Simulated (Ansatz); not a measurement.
Reaction (formal exchange of groups at a B–N bond): `BN[SiH3]` + `BC[SiH3]` → `BC(B)[SiH3]` + `N[SiH3]`

Gas-phase electronic energies from Ansatz, PBE0-D4/def2-TZVP geometries. CCSD(T)/CBS is the MP2 limit (def2-TZVPP, def2-QZVPP) plus CCSD(T) − MP2 in def2-TZVPP, frozen cores. This one scheme is used for every species. Functionals use def2-TZVPP.

CCSD(T)/CBS gives +1.09 eV.

Q: Another level gave +1.09 eV. Which?
A. r2SCAN0/def2-TZVPP
B. BHLYP/def2-TZVPP
C. BLYP-D4/def2-TZVPP
D. LDA (SPW92)/def2-TZVPP

A: A. r2SCAN0 1.09, BLYP-D4 1.18, BHLYP 1.22, LDA (SPW92) 1.03 eV.

Largest T1 diagnostic among the species: 0.012.

Leaving LDA and LC-ωPBE aside and taking each functional with its dispersion term where it has one, the values, not all of them listed here, spread over 0.15 eV, from revPBE-D4 to CAM-B3LYP-D4. LDA lies −0.05 eV from PBE without D4. In def2-TZVPP, CCSD(T) changes the Hartree–Fock value by −0.17 eV (the triples alone add −0.02 eV) and MP2 by −0.19 eV.
